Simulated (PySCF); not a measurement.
## One molecule, many functionals

Species: diboron tetrafluoride, B2F4.
Bonds: F1–B2, B2–F3, B2–B4, B4–F5, B4–F6.

Linear-response calculations in the def2-SVPD basis (PySCF; singlets by full response, triplets Tamm–Dancoff, core orbitals frozen in the response; HF means time-dependent Hartree–Fock). 'Strongest' is the level of largest summed f among the singlets computed (10 roots, of which the last may lack a degenerate partner); it can jump between rows when another state enters that window. S1 is the lowest singlet of each run and needn't be the same state throughout; f(S1) is that of one state. Isolated species at its PBE0-D3(BJ)/def2-SVP geometry, gas phase.

| functional | kind | S1 (eV) | f(S1) | strongest (eV) | T1 (eV) | HOMO (eV) | gap (eV) | ionisation energy, ΔSCF (eV) |
| --- | --- | --- | --- | --- | --- | --- | --- | --- |
| LDA | LDA | 6.19 | 0.033 | 9.13 | 5.11 | -8.66 | 5.53 | 12.49 |
| PBE | GGA | 6.28 | 0.032 | 8.94 | 5.04 | -8.50 | 5.67 | 12.26 |
| B3LYP | global hybrid, 20% exact exchange | 6.77 | 0.039 | 9.76 | 5.49 | -9.98 | 7.90 | 12.89 |
| PBE0 | global hybrid, 25% exact exchange | 6.84 | 0.041 | 10.04 | 5.40 | -10.21 | 8.37 | 12.89 |
| BHandHLYP | global hybrid, 50% exact exchange | 7.33 | 0.049 | 10.85 | 5.84 | -11.90 | 11.10 | 13.41 |
| wB97X-D | range-separated hybrid | 7.03 | 0.043 | 10.54 | 5.74 | -12.16 | 12.33 | 13.01 |
| HF | Hartree–Fock | 8.08 | 0.068 | 12.30 | 6.03 | -14.42 | 16.31 | not settled |

S1 runs from 6.19 eV (LDA) to 8.08 eV (HF), a spread of 1.88 eV, while the orbital gap spreads over 10.8 eV. Along PBE (0%), B3LYP (20%), PBE0 (25%), BHandHLYP (50%), HF (100%) S1 rises with the share of exact exchange. −ε(HOMO) comes closest to its own ΔSCF ionisation energy with wB97X-D (-0.85 eV) and misses most with LDA (-3.83 eV). 'Not settled' means that the ion's SCF failed to converge or may have ended in another state than the lowest.
